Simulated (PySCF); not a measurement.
F$_{3}$Ga, charge -1, doublet, geometry from GFN2-xTB (such geometries of metal compounds can be far from the true shape) (a state made from the parent by changing its charge; the spin is typed, not shown lowest) (in this run its highest filled SCF level lies above zero, so its values depend strongly on the basis, on diffuse functions most of all). Base run: PySCF with BLYP/6-31G.

Here is a job for PySCF.
```python
from pyscf import gto, scf, dft

mol = gto.M(
    atom='''
Ga   -0.01722873   -0.01289214    0.01677559
F    -1.70650775   -1.08516163    0.06884693
F    -0.00265406    1.82219157   -0.78423006
F     1.67419195   -0.80060532    0.73468508
''',
    basis='6-31g',
    charge=-1,
    spin=1,
    verbose=4,
)

mf = dft.UKS(mol)
mf.xc = 'blyp'
mf.kernel()
```

The base run was repeated with changes; each row names its change, and settings that it needs were set with it.

```csv
change,ΔE vs base (mEh),fitting functions
base,0.000,-
auxbasis = cc-pvdz-jkfit,-0.194,381
auxbasis = autoaux,-0.298,539
auxbasis = even-tempered beta=3.0,-39.245,335
auxbasis = cc-pvtz-jkfit,-0.190,444
auxbasis = default (with mf = mf.density_fit()),-0.194,381
auxbasis = def2-tzvp-ri,-9768.7,387
auxbasis = def2-universal-jfit,-0.366,205
auxbasis = even-tempered beta=2.0,-0.631,523
auxbasis = cc-pvtz-ri,-9833.3,409
```

A fitting set is made for a task (jfit for Coulomb, jkfit for Coulomb and exchange, ri for correlation) and for a family of orbital bases.

Open shells are given as the SCF converged; they aren't shown to be the lowest states, and a large step between rows can be another state.
